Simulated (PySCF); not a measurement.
**Fractional electron number in Pb (lead, neutral)**

The 6p alpha orbital of [Xe] 4f14 5d10 6s2 6p2 is emptied in steps (occupation f), with all orbitals relaxed, ending at [Xe] 4f14 5d10 6s2 6p1. Computed with PySCF 2.14 in aug-cc-pVTZ-PP with ECP60MDF (6s5p4d2f, 55 functions), with a scalar-relativistic core potential. The exact energy is a straight line in f; departures are measured from the line between the end points of the same method.

Among UHF, LDA, PBE, PBE0, r2SCAN, LC-wPBE, BHandHLYP, wB97X, TPSS, B3LYP, which shows the largest delocalisation error (convex curve), and which is closest to linear?

Most convex: LDA (-0.807 eV at f = 0.5); closest to linear: LC-wPBE (0.015 eV).

| f | UHF (eV) | LDA (eV) | PBE (eV) | PBE0 (eV) | r2SCAN (eV) | LC-wPBE (eV) | BHandHLYP (eV) | wB97X (eV) | TPSS (eV) | B3LYP (eV) |
| --- | --- | --- | --- | --- | --- | --- | --- | --- | --- | --- |
| 1 | 0.000 | 0.000 | 0.000 | 0.000 | 0.000 | 0.000 | 0.000 | 0.000 | 0.000 | 0.000 |
| 0.75 | 0.067 | -0.600 | -0.580 | -0.419 | -0.542 | 0.009 | -0.277 | -0.044 | -0.563 | -0.469 |
| 0.5 | 0.086 | -0.807 | -0.779 | -0.559 | -0.714 | 0.015 | -0.372 | -0.062 | -0.753 | -0.630 |
| 0.25 | 0.063 | -0.609 | -0.588 | -0.420 | -0.528 | 0.014 | -0.280 | -0.048 | -0.565 | -0.475 |
| 0 | 0.000 | 0.000 | 0.000 | 0.000 | 0.000 | 0.000 | 0.000 | 0.000 | 0.000 | 0.000 |

```csv
method,E(f=0) − E(f=1) (eV),−ε at f=1 (eV),−ε at f=0.5 (eV)
UHF,6.567,6.935,6.557
LDA,7.163,4.000,7.137
PBE,6.980,3.915,6.961
PBE0,7.017,4.791,7.016
r2SCAN,7.095,4.190,7.136
LC-wPBE,7.073,7.110,7.088
BHandHLYP,6.904,5.435,6.897
wB97X,6.764,6.545,6.752
TPSS,6.925,3.942,6.918
B3LYP,7.009,4.527,6.995
```

Reference removal energy between the ground levels: 7.417 eV (measured; NIST Atomic Spectra Database, ionization energies). The calculation has no spin-orbit coupling. UHF lacks correlation.
